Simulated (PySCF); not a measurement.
A structure optimised at PBE-D3(BJ)/def2-SVP, used in a PySCF frequency run:

```xyz
8

Y      0.0000     0.0000     1.9634
Y      0.0000     0.0000    -1.9634
Cl    -1.7803     0.0000     0.0000
Cl     1.7803     0.0000     0.0000
Cl     0.0000    -2.0659     3.2460
Cl     0.0000     2.0659     3.2460
Cl     0.0000    -2.0659    -3.2460
Cl     0.0000     2.0659    -3.2460
```
Charge 0, spin multiplicity 1.

**Question.** Write its SMILES, formula and point group.

**Answer.** [Cl][Y]12([Cl])<-[Cl][Y]1([Cl])([Cl])<-[Cl]2, Cl₆Y₂, D2h

**Question.** What are its rotational constants (standard atomic weights)?

**Answer.** 0.60895, 0.21020, 0.18148 GHz
